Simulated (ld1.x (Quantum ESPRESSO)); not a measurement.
gold (Au): one change to a TM potential, before and after

ld1.x (Quantum ESPRESSO) 7.5 input, shortened:

```
&input
   title='Au', zed=79., rel=1, dft='PBE', iswitch=3,
   config='[Xe] 4f14 5d10 6s0 6p0'
 /
 &inputp
   pseudotype=2, tm=.true., lloc=-2, rcloc=1.55,
   nlcc=.false.
 /
3
6S  1  0   0.00   0.00  2.25  2.25  0.0
6P  2  1   0.00   0.00  2.65  2.65  0.0
5D  3  2  10.00   0.00  2.05  2.05  0.0
 &test
   configts(1)='5d10 6s0 6p0'
 /
```

All-electron outer shells of the reference configuration (PBE, scalar-relativistic, ld1.x):

```tsv
shell	level (eV)	outermost node (bohr)	outermost maximum (bohr)
5p	-68.34	0.52	0.96
5d	-15.33	0.56	1.21
6s	-13.21	1.11	2.24
6p	-6.71	1.31	3.06
```

Change: local potential the s channel.

Cutoffs: the cutoffs (Ry, on a coarse ladder) from which the occupation-weighted sum of valence levels, in a spherical-Bessel basis at the reference potential, stays within 10 and 1 mRy of its value at 400 Ry; they do not see the model core or the augmentation charge, which bear on the density cutoff. Errors are all-electron minus pseudo energies relative to the spin-unpolarised reference configuration.

Question: How do hardness, ghosts and transferability respond?

Answer: The potential gets neither clearly harder nor softer (45 Ry and 60 Ry → 45 Ry and 60 Ry); the bound ghost in s disappears; of the 7 tests that both files solve, the error grows in 5 and shrinks in 0 by more than 15 % and 0.3 meV (median size 46.3 → 70.4 meV); the range in which the p phases agree widens (upper end 0.0 → 2.5); the range in which the d phases agree narrows (upper end at the end of the scan → 0.5). In the separable form a ghost depends on how the local part lies against the semilocal potential of the channel, so the choice of the local part can create or remove one.

| quantity | base | changed |
| --- | --- | --- |
| cutoff, loose | 45 Ry | 45 Ry |
| cutoff, tight | 60 Ry | 60 Ry |
| bound ghosts | s | none |
| error for 5d10 6s1 6p0, meV [ΔE -9.41 eV] | +8.8 | +9.1 |
| error for 5d9 6s0 6p0, meV [ΔE 21.21 eV] | -15 | -60 |
| error for 5d8 6s0 6p0, meV [ΔE 55.09 eV] | -92 | -298 |
| error for 5d10 6s0.5 6p0, meV [ΔE -5.64 eV] | +4.1 | +4.1 |
| error for 5d9 6s1 6p0, meV [ΔE 2.72 eV] | -46 | -70 |
| error for 5d9 6s1 6p1, meV [ΔE -1.91 eV] | -61 | -89 |
| error for 5d9 6s2 6p0, meV [ΔE -7.72 eV] | -55 | -76 |
| s: phases at 2.89 bohr within 0.05 rad from the reference energy up to (Ry; the scan ends near 5) | n/a | 1.9 |
| p: phases at 2.89 bohr within 0.05 rad from the reference energy up to (Ry; the scan ends near 5) | 0.0 | 2.5 |
| d: phases at 2.89 bohr within 0.05 rad from the reference energy up to (Ry; the scan ends near 5) | to the end of the scan | 0.5 |

Base: These tests converged, but a pseudo level misses the all-electron one widely, so the file describes the atom poorly there or has found another state: 5d8 6s0 6p0: empty 6s by 3.8 eV (a node warning on the way). A true bound ghost makes a file unfit for plane-wave use even where its test errors are small: the radial tests pick states by their node count and pass the ghost by.
